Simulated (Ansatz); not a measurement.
Start from `B[CH2][SnH2][F]` and change one atom or group to get `C[CH2][SnH2][F]`.

Ansatz, PBE0-D4/def2-TZVP geometries, multiplicity 1. Each molecule was computed in one conformer, which needn't be the lowest.

Elements past krypton have def2 core potentials.

| property | `B[CH2][SnH2][F]` |
| --- | --- |
| size of the dipole moment (PBE/def2-TZVPP) / D | 2.39 |
| HOMO energy (PBE/def2-TZVPP) / eV | -7.53 |
| HOMO–LUMO gap (PBE/def2-TZVPP) / eV | 5.16 |
| HOMO energy (PBE0/def2-TZVPP) / eV | -8.75 |
| HOMO energy (B3LYP/def2-TZVPP) / eV | -8.51 |
| size of the dipole moment (ωB97M-V/def2-TZVPP) / D | 2.55 |

(1) What does the change do to each property? (Best estimate.)

## Answers

(1) The calculation gave: 
```csv
property,`C[CH2][SnH2][F]`,shift
size of the dipole moment (PBE/def2-TZVPP) / D,2.94,0.55
HOMO energy (PBE/def2-TZVPP) / eV,-6.90,0.63
HOMO–LUMO gap (PBE/def2-TZVPP) / eV,5.71,0.55
HOMO energy (PBE0/def2-TZVPP) / eV,-8.14,0.61
HOMO energy (B3LYP/def2-TZVPP) / eV,-7.95,0.56
size of the dipole moment (ωB97M-V/def2-TZVPP) / D,3.08,0.53
```

With PBE0 the HOMO rises by 0.61 eV and the LUMO rises by 1.02 eV, so the gap widens by about 0.41 eV. PBE moves the HOMO by 0.63 eV and ωB97M-V by 0.58 eV. Dipoles are sizes alone; their direction can turn.

B3LYP here is the variant with VWN-RPA as its local correlation; programs differ in this.
